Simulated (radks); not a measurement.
Results of a calculation; reference values are marked as such.
The nuclear charge of the arsenic ion As+ is varied continuously with 32 electrons held in [Ar] 3d10 4s2 4p2. Code: a radial shooting solver on a logarithmic mesh with Libxc functionals. Model: Dirac Kohn-Sham, PBEsol, spin-unpolarised, spherical densities, finite nucleus; open shells fill j = l - 1/2 first; Fermi nuclear charge, rms radius 4.0968 fm. By the Hellmann-Feynman theorem dE/dZ = E(electron-nucleus)/Z, the electronic potential at the nucleus (averaged over a nucleus of fixed radius).

Z,E (hartree),E(electron-nucleus)/Z (hartree),HOMO,e(HOMO) (eV),<r> HOMO (bohr)
32.6,-2193.54479,-162.277,4p1/2,-9.318,2.465
32.8,-2226.13449,-163.620,4p1/2,-11.352,2.369
33,-2258.99281,-164.963,4p1/2,-13.496,2.284
33.2,-2292.11962,-166.305,4p1/2,-15.745,2.208
33.4,-2325.51481,-167.647,4p1/2,-18.097,2.139
33.6,-2359.17832,-168.988,4p1/2,-20.548,2.077
33.8,-2393.11011,-170.330,4p1/2,-23.096,2.019
34,-2427.31015,-171.671,4p1/2,-25.737,1.965

The central difference of E at Z = 33 is -164.963 hartree, to compare with the third column; the second derivative is -6.71 hartree.
